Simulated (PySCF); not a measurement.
**Excitation energy of Al by level of theory**

Al [Ne] 3s2 3p1 (2P) → Al [Ne] 3s2 3d1 (2D), as a difference of total energies. All numbers are calculated (PySCF 2.14, no relativity, point nucleus, in aug-cc-pwCVDZ). Correlated levels: valence: [Ne] frozen; valence and next inner shell: 1s2 frozen; nothing frozen. The calculations carry no spin-orbit coupling.

```json
{"method": "UHF", "excitation energy (cm⁻¹)": "39906"}
{"method": "LDA", "excitation energy (cm⁻¹)": "36275"}
{"method": "PBE", "excitation energy (cm⁻¹)": "35654"}
{"method": "PBE0", "excitation energy (cm⁻¹)": "37152"}
{"method": "r2SCAN", "excitation energy (cm⁻¹)": "37863"}
{"method": "revPBE", "excitation energy (cm⁻¹)": "35370"}
{"method": "r2SCAN0", "excitation energy (cm⁻¹)": "38630"}
{"method": "PW91", "excitation energy (cm⁻¹)": "35848"}
{"method": "wB97X-V", "excitation energy (cm⁻¹)": "40213"}
{"method": "MP2 (valence)", "excitation energy (cm⁻¹)": "39928"}
{"method": "SCS-MP2 (valence)", "excitation energy (cm⁻¹)": "39747"}
{"method": "MP2 (valence and next inner shell)", "excitation energy (cm⁻¹)": "39679"}
{"method": "SCS-MP2 (valence and next inner shell)", "excitation energy (cm⁻¹)": "39536"}
{"method": "MP2 (all electrons)", "excitation energy (cm⁻¹)": "39681"}
{"method": "SCS-MP2 (all electrons)", "excitation energy (cm⁻¹)": "39538"}
```

Errors of the correlated levels include the incompleteness of this basis and the frozen core.

The promoted electron is Rydberg-like, and one or two diffuse shells describe it only roughly, which tends to raise the upper state.

In the upper state the promoted electron has a positive orbital energy at LDA, PBE, r2SCAN, revPBE, PW91, so the basis confines it.

Q: Which method comes closest to the reference value, and which is furthest?

A: The reference is 32362 cm⁻¹ (measured; NIST levels, between the centres of gravity of the two terms). Closest: revPBE (error 3008.1 cm⁻¹); furthest: wB97X-V (error 7851.8 cm⁻¹).
